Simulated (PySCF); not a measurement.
An excited-state job on `C[S][GaH2]`.

Computed with TDDFT PBE0/def2-SVPD, vertical, gas phase, core orbitals frozen in the response (PySCF 2.14.0, density-fitted response routines). Geometry: GFN2-xTB. The command runs a driver script over a list of jobs; the input below is this job's line of settings and its coordinates in Å.

Command:
```bash
OMP_NUM_THREADS=1 python probes_run.py task.json out
```

Input:
```
{"job": {"kind": "uv", "xc": "PBE0", "basis": "def2-SVPD", "nstates": 6, "ntriplets": 2}, "charge": 0, "multiplicity": 1}
C     -1.359492    -0.086571    -0.140116
S     -0.083394    -1.353063     0.252502
Ga     1.690495    -0.021426     0.192144
H     -0.898828     0.900171    -0.254871
H     -2.077607    -0.071208     0.673751
H     -1.851490    -0.379597    -1.062500
H      3.170905    -0.486546     0.430699
H      1.418468     1.507650    -0.116176
```

Output:
```
coarse grid: 31272 points
cycle   1  E = -2363.2953948412  dE = -5.050e-01  |g| = 4.967e-01  |ddm| = 3.053e+00
cycle   2  E = -2363.2605148486  dE =  3.488e-02  |g| = 6.715e-01  |ddm| = 1.169e+00
cycle   3  E = -2363.3340879320  dE = -7.357e-02  |g| = 4.140e-02  |ddm| = 7.461e-01
cycle   4  E = -2363.3346217238  dE = -5.338e-04  |g| = 1.798e-02  |ddm| = 9.591e-02
cycle   5  E = -2363.3347243366  dE = -1.026e-04  |g| = 3.250e-03  |ddm| = 2.971e-02
cycle   6  E = -2363.3347274478  dE = -3.111e-06  |g| = 7.786e-04  |ddm| = 6.448e-03
final grid: 63104 points
cycle   7  E = -2363.3347466239  dE =  6.615e-08  |g| = 9.752e-04  |ddm| = 3.502e-03
cycle   8  E = -2363.3347463960  dE =  2.278e-07  |g| = 1.338e-03  |ddm| = 3.017e-03
cycle   9  E = -2363.3347469146  dE = -5.186e-07  |g| = 6.026e-05  |ddm| = 1.674e-03
cycle  10  E = -2363.3347469157  dE = -1.119e-09  |g| = 4.172e-06  |ddm| = 9.341e-05
cycle  11  E = -2363.3347469157  dE = -1.728e-11  |g| = 1.832e-06  |ddm| = 1.067e-05
converged SCF energy = -2363.3347469157

Static polarisability (au): isotropic 66.911, principal 50.862 65.383 84.487

Singlet excitations
state   eV       nm        f      main configurations
  1   4.8627    255.0   0.06658   H->L 0.95
  2   5.4063    229.3   0.00070   H-1->L 0.99
  3   5.6402    219.8   0.00039   H-2->L 0.98
  4   5.8032    213.6   0.02115   H->L+1 0.92
  5   6.1887    200.3   0.02017   H->L+2 0.60, H->L+3 0.32
  6   6.6467    186.5   0.03421   H->L+3 0.64, H->L+2 0.33

Triplet excitations (Tamm-Dancoff, eV): 3.9805 5.0032
```

The SCF starts on a coarse grid where the log names one; the energy can jump when the final grid takes over, and dE then counts from the start density on the new grid. H and L stand for HOMO and LUMO; the number after each pair is its weight.

Q: Which computed singlet has the largest oscillator strength, and what do all of them sum to?

A: State 1 at 4.86 eV (255 nm), f = 0.067; the 6 states sum to 0.143.

Q: Give the mean polarisability as a volume in Å³, and the ratio of the largest to the smallest principal value.

A: 66.911 au × 0.148185 = 9.92 Å³; 84.487/50.862 = 1.66.

In short: HOMO -7.19 eV, LUMO -1.45 eV; lowest singlet 4.86 eV; lowest triplet 3.98 eV (Tamm–Dancoff); mean polarisability 66.9 au.

 The PBE0/def2-SVPD calculation is non-relativistic and has no spin–orbit coupling, an omission that weighs most on gallium.

Cost: about 18 s of CPU time on one thread; the machine was shared, so the figure is rough.

One conformer stands for the species.
Labels such as C1 count atoms from 1, the log's own numbers from 0.
